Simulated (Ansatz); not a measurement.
Ideal-gas functions of `CB1C=C1` at 500 K and 1 bar, from an Ansatz frequency run at PBE0-D4/def2-TZVP.

Molar mass 51.88 g/mol, point group Cs (symmetry number 1), electronic degeneracy 1, moments of inertia 18.418, 89.173, 104.507 u Å². Harmonic wavenumbers (cm⁻¹, unscaled): 35, 307, 323, 693, 731, 839, 896, 913, 977, 1030, 1208, 1306, 1408, 1449, 1466, 1620, 3045, 3111, 3136, 3207, 3230.

Use S(trans) = R[1.5 ln M + 2.5 ln T − 1.1517]; rotational temperatures θ = 24.2544 K / I; S(rot) = R[ln(√π/σ · √(T³/θAθBθC)) + 1.5]; for each mode x = 1.438777 ν̃/T, S = R[x/(eˣ − 1) − ln(1 − e⁻ˣ)] and H = RT x/(eˣ − 1); 1 cm⁻¹ = 0.0119627 kJ/mol; R = 8.31446 J/(mol·K).

Question: By hand: the entropy, in J/(mol·K).

Answer: Translation 168.9. Rotation: θ = 1.3169, 0.272, 0.2321 K, giving 105.1. Vibration, mode by mode: 27.40, 9.61, 9.22, 3.83, 3.51, 2.75, 2.42, 2.33, 2.01, 1.78, 1.18, 0.94, 0.74, 0.67, 0.65, 0.45, 0.01, 0.01, 0.01, 0.01, 0.01, in all 69.5. Electronic 0.0. Sum 343.5 J/(mol·K).

Question: By hand: H − E and G − E in kJ/mol, counted from the electronic energy.

Answer: Zero-point energy ½ × 30930 × 0.0119627 = 185.0; thermal vibration 17.6; translation, rotation and pV give 4 RT = 16.6. H − E = 219.2 kJ/mol, and G − E = 219.2 − 500 × 343.5/1000 = 47.4 kJ/mol.

Vibration gives 20 % of the entropy, 27.4 J/(mol·K) of it from the mode under 150 cm⁻¹: soft modes count most, and the harmonic formula is weakest for them.
